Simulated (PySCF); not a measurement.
A TDDFT job, as run on `[CH]1(CC1)[Ge@@H]([B](Cl)Cl)[Cl]`.

Theory: TDDFT wB97X-D/def2-SVPD, vertical, gas phase, core orbitals frozen in the response (PySCF 2.14.0, density-fitted response routines).

Input of the driver that calls PySCF (job settings, then Cartesian coordinates in Å):

```
{"job": {"kind": "uv", "xc": "wB97X-D", "basis": "def2-SVPD", "nstates": 8, "ntriplets": 3}, "charge": 0, "multiplicity": 1}
Cl     4.0330    -0.4414    -0.5023
B      2.6436     0.5357    -0.5917
Cl     2.5722     1.7916    -1.7388
Ge     1.0379     0.2172     0.6724
Cl     1.1181     1.6826     2.2149
C     -0.7526     0.3558    -0.1478
C     -1.3897    -0.8650    -0.7495
C     -1.9383    -0.2898     0.5106
H      1.0917    -1.1168     1.4107
H     -0.9452     1.2922    -0.6592
H     -1.9558    -0.7489    -1.6617
H     -0.8563    -1.8029    -0.6839
H     -2.8865     0.2254     0.4757
H     -1.7729    -0.8361     1.4284
```

Output:

```
coarse grid: 61920 points
cycle   1  E = -3599.6331683792  dE =  6.579e-01  |g| = 5.793e-01  |ddm| = 5.356e+00
cycle   2  E = -3599.6438457427  dE = -1.068e-02  |g| = 6.076e-01  |ddm| = 1.798e+00
cycle   3  E = -3599.7188638930  dE = -7.502e-02  |g| = 2.918e-02  |ddm| = 8.690e-01
cycle   4  E = -3599.7192609854  dE = -3.971e-04  |g| = 1.441e-02  |ddm| = 1.337e-01
cycle   5  E = -3599.7193251201  dE = -6.413e-05  |g| = 3.427e-03  |ddm| = 3.522e-02
cycle   6  E = -3599.7193298385  dE = -4.718e-06  |g| = 1.396e-03  |ddm| = 1.016e-02
final grid: 125344 points
cycle   7  E = -3599.7176870734  dE = -2.925e-06  |g| = 1.583e-03  |ddm| = 1.704e-02
cycle   8  E = -3599.7176873150  dE = -2.416e-07  |g| = 1.315e-03  |ddm| = 4.368e-03
cycle   9  E = -3599.7176876002  dE = -2.853e-07  |g| = 1.463e-04  |ddm| = 1.886e-03
cycle  10  E = -3599.7176876073  dE = -7.058e-09  |g| = 4.847e-05  |ddm| = 3.372e-04
cycle  11  E = -3599.7176876092  dE = -1.883e-09  |g| = 1.312e-05  |ddm| = 2.088e-04
cycle  12  E = -3599.7176876094  dE = -1.928e-10  |g| = 6.261e-06  |ddm| = 5.276e-05
converged SCF energy = -3599.7176876094

Static polarisability (au): isotropic 115.639, principal 107.064 110.362 129.492

Singlet excitations
state   eV       nm        f      main configurations
  1   4.4897    276.2   0.00925   H->L 0.83, H-1->L 0.09
  2   5.4830    226.1   0.00162   H-1->L 0.73, H-4->L 0.11, H->L 0.09
  3   5.7934    214.0   0.00054   H-4->L 0.63, H-6->L 0.10, H-1->L 0.10
  4   6.2888    197.2   0.02241   H-2->L 0.68, H-5->L 0.14, H-4->L 0.08
  5   6.7194    184.5   0.01272   H-5->L 0.32, H-2->L 0.22, H-6->L 0.15
  6   6.7935    182.5   0.02741   H-3->L 0.68, H-5->L 0.19
  7   6.8501    181.0   0.09716   H-7->L 0.89
  8   7.1662    173.0   0.00301   H-6->L 0.58, H-5->L 0.09, H-3->L 0.09

Triplet excitations (Tamm-Dancoff, eV): 3.8385 5.3526 5.6320
```

The SCF starts on a coarse grid; the energy jumps when the final grid takes over, and dE counts afresh there. The run used 247 basis functions and 12 SCF iterations for the ground state.

Question: What transition dipole does the oscillator strength of state 7, the strongest, imply?

Answer: From f = (2/3)·ΔE·|μ|² in atomic units, ΔE = 0.2517 Eh and f = 0.0972 give |μ| = 0.76 au (1.93 D).

One conformer (not necessarily the lowest) at the GFN2-xTB geometry, without solvent, vibrations or thermal averaging. The wB97X-D/def2-SVPD calculation is non-relativistic and has no spin–orbit coupling, an omission that weighs most on germanium.

Note: wB97X-D ran without an empirical dispersion term, which enters the total energy and its gradient alone.
